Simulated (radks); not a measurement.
Problem. Isoelectronic series with 36 electrons, all held in the configuration [Kr], which need not be the ground one along the series. Method: scalar-relativistic Kohn-Sham, SCAN, spin-polarised, spherical densities, finite nucleus; meta-GGA in the generalised Kohn-Sham scheme; Fermi nuclear charge, rms radius of each element as measured or else 0.836 A^(1/3) + 0.57 fm; computed with a radial shooting solver on a logarithmic mesh with Libxc functionals. Total energies (hartree) and orbital eigenvalues (eV):

ion    E (hartree)         4p         4s
Kr     -2790.96803    -9.6552   -24.0061
Rb+    -2981.78583   -22.1830   -38.7824
Sr2+   -3179.65028   -37.1486   -56.0404
Zr4+   -3596.55028   -73.5934   -97.1808
Nb5+   -3815.61691   -94.8678  -120.8634
Mo6+   -4041.78938  -118.0974  -146.5470
Tc7+   -4275.09669  -143.2461  -174.1995
Ru8+   -4515.56099  -170.2818  -203.7959
Pd10+  -5018.09649  -229.9434  -268.7676
Cd12+  -5549.66022  -296.9819  -341.3992
In13+  -5826.42057  -333.2469  -380.5808
Sn14+  -6110.54894  -371.3359  -421.6739

Estimate the row of Ag11+.

Solution. E (hartree) -5280.23310; 4p -262.5454; 4s -304.1280.
